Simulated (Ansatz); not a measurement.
Born–Oppenheimer molecular dynamics of C3H10BNO (16 atoms, charge 0, multiplicity 1). It goes on from the last frame of an earlier run, with new velocities.

Method: Ansatz 0.2.0, UKS BHLYP-D4/6-31G.

| Quantity | Value |
| --- | --- |
| ensemble | NVT, Langevin thermostat |
| time step | 0.5 fs |
| steps asked | 100 |
| set temperature | 100 K |
| friction | 0.001 /fs |
| seed | 676624 |

First frame:

```xyz
16
Properties=species:S:1:pos:R:3
C -1.858 -0.867 0.740
O -0.933 0.137 0.364
C 0.195 -0.246 -0.500
C 1.075 -1.483 0.045
B 0.936 1.103 -0.464
N 0.331 2.365 -0.253
H -2.751 -0.860 -0.004
H -1.497 -1.909 0.540
H -2.389 -0.880 1.739
H -0.081 -0.537 -1.514
H 1.935 -1.498 -0.469
H 0.583 -2.534 -0.014
H 1.407 -1.422 1.114
H 2.079 1.230 -0.785
H -0.652 2.556 -0.086
H 0.803 3.293 -0.535
```

(1) How far do the bonds stretch over the last three quarters of this one trajectory? (Pairs bonded in most of those frames.)

Answers

(1) 
| bond | mean (Å) | spread (Å) | shortest | longest |
| --- | --- | --- | --- | --- |
| C1–O2 | 1.441 | 0.016 | 1.41 | 1.47 |
| C1–H7 | 1.101 | 0.048 | 1.03 | 1.18 |
| C1–H8 | 1.089 | 0.020 | 1.06 | 1.12 |
| C1–H9 | 1.087 | 0.033 | 1.04 | 1.14 |
| O2–C3 | 1.474 | 0.025 | 1.43 | 1.51 |
| C3–C4 | 1.509 | 0.011 | 1.49 | 1.53 |
| C3–B5 | 1.592 | 0.028 | 1.55 | 1.65 |
| C3–H10 | 1.099 | 0.006 | 1.09 | 1.11 |
| C4–H11 | 1.111 | 0.070 | 1.00 | 1.21 |
| C4–H12 | 1.091 | 0.051 | 1.02 | 1.17 |
| C4–H13 | 1.088 | 0.021 | 1.06 | 1.12 |
| B5–N6 | 1.394 | 0.036 | 1.33 | 1.44 |
| B5–H14 | 1.191 | 0.006 | 1.18 | 1.20 |
| N6–H15 | 1.010 | 0.028 | 0.96 | 1.06 |
| N6–H16 | 1.003 | 0.044 | 0.94 | 1.07 |

Mean temperature of the second half: 417 K. The mean temperature of the second half is 317 % above the set value. A run of 0.05 ps of so small a system gives no equilibrium averages. Limits of this set-up: no polarisation functions.

The run took 11 min on 2 threads of Arm Neoverse N1 (shared host), peak memory 0.27 GiB.
